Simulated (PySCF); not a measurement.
**EPR parameters of C7H11O**

C7H11O (doublet state).
Structure used (GFN2-xTB), in Å, numbered top down from 1:
```
atom  x, y, z in Å
C1     2.200    0.382   -0.630
C2     1.418   -0.912   -0.419
C3    -0.030   -0.653   -0.081
C4    -0.409   -0.113    1.291
C5    -1.778    0.573    1.095
C6    -1.944    0.721   -0.375
C7    -1.017   -0.136   -1.069
O8    -0.997   -1.499   -0.627
H9     3.229    0.158   -0.898
H10    2.207    0.985    0.275
H11    1.753    0.970   -1.428
H12    1.870   -1.495    0.386
H13    1.452   -1.515   -1.329
H14   -0.458   -0.920    2.021
H15    0.342    0.606    1.620
H16   -2.579   -0.050    1.513
H17   -1.831    1.536    1.610
H18   -2.648    1.377   -0.844
H19   -0.789   -0.005   -2.119
```

The hyperfine couplings belong to this conformer and change with its torsions.

Identity: `CC[C@@]12CC[CH][C@@H]1O2` [radical].

Method used: PySCF, UKS B3LYP, pcH-1 on C H O, non-relativistic, mean-field spin-orbit, GIAO. The structure is a single GFN2-xTB conformer in the gas phase; no vibrational or solvent corrections. Couplings are sensitive to structure, and on GFN2-xTB geometries they can be far from those on DFT ones. No stability test was run, so a lower SCF solution isn't excluded.

```
g1, g2, g3        : 2.00218, 2.00302, 2.00312
g_iso             : 2.00277
Form of g         : close to axial: the two nearest values differ by 11 % of g3 − g1
⟨S²⟩              : 0.7551 (exact 0.7500)
α and β electrons : 31, 30
Total energy      : -348.52669 Eh
```

Hyperfine couplings atom by atom, in G; T1 to T3 are the principal values of the dipolar part; ρ(0) is the spin density at the nucleus (MHz turned into gauss with g_iso; 10 G = 1 mT):

```
atom  isotope  a_iso     T1     T2    T3  Mulliken spin population  ρ(0) (bohr⁻³)
  C1      13C    0.0   -0.1   -0.1   0.2                      0.00         0.0000
  C2      13C    1.0   -0.3   -0.3   0.6                      0.00         0.0026
  C3      13C    8.9   -3.1   -2.7   5.8                      0.06         0.0222
  C4      13C    1.0   -0.5   -0.1   0.6                      0.01         0.0026
  C5      13C  -10.2   -0.7    0.3   0.5                     -0.08        -0.0253
  C6      13C   28.5  -26.8  -26.7  53.6                      0.96         0.0711
  C7      13C  -11.8   -2.7    0.7   2.0                     -0.09        -0.0295
  O8      17O   -4.9  -13.7    6.7   6.9                      0.09         0.0226
  H9       1H   -0.1   -0.2   -0.2   0.4                      0.00        -0.0001
 H10       1H    0.0   -0.4   -0.3   0.7                      0.00         0.0000
 H11       1H    0.0   -0.5   -0.4   0.9                      0.00         0.0000
 H12       1H    4.2   -0.4   -0.3   0.8                      0.01         0.0026
 H13       1H    0.4   -0.5   -0.5   1.0                      0.00         0.0002
 H14       1H    0.3   -0.8   -0.5   1.3                      0.00         0.0002
 H15       1H   -0.1   -0.9   -0.6   1.5                      0.00        -0.0001
 H16       1H   44.9   -1.9   -1.1   3.0                      0.05         0.0281
 H17       1H   25.8   -1.5   -1.5   3.0                      0.03         0.0162
 H18       1H  -21.5  -13.0    0.1  13.0                     -0.04        -0.0135
 H19       1H    1.0   -1.6   -0.9   2.6                      0.00         0.0006
```

The largest Mulliken spin populations are on C6 (+0.96), O8 (+0.09), C7 (-0.09) and C5 (-0.08). C6 is the only atom above +0.15. The positive populations add up to 1.21 and the negative ones to -0.21, together 2S = 1. The angles at C6 add up to 360.0°, so it is planar; its axial dipolar tensor and the negative coupling of its proton fit spin in a p orbital normal to that plane.

Under fast tumbling the dipolar parts average out, and these isotropic splittings remain: 1 × 1H (H16, I = 1/2, 2 lines) with 4.49 mT, 1 × 1H (H17, I = 1/2, 2 lines) with 2.58 mT, 1 × 1H (H18, I = 1/2, 2 lines) with 2.15 mT, 1 × 1H (H12, I = 1/2, 2 lines) with 0.42 mT, 1 × 1H (H19, I = 1/2, 2 lines) with 0.10 mT and 1 × 1H (H13, I = 1/2, 2 lines) with 0.04 mT.

The 17O coupling of O8 (-13.7 MHz) shows only in satellite lines or after enrichment, since that isotope makes up about 0.038 % of natural oxygen.

The 13C coupling of C6 (80.0 MHz) shows only in satellite lines or after enrichment, since that isotope makes up about 1.07 % of natural carbon.

β density exceeds α density at some nuclei, such as C7 (-0.0295), C5 (-0.0253) and H18 (-0.0135), spin density in bohr⁻³. In a single determinant that takes different orbitals for the two spins, that is spin polarisation.

The run took 45 s (with the writing of density and orbital grids) on one thread of an AMD EPYC 9R45, no GPU, shared host with 96 logical CPUs at a one-minute load of 54, and the process peaked at 0.97 GiB of memory.
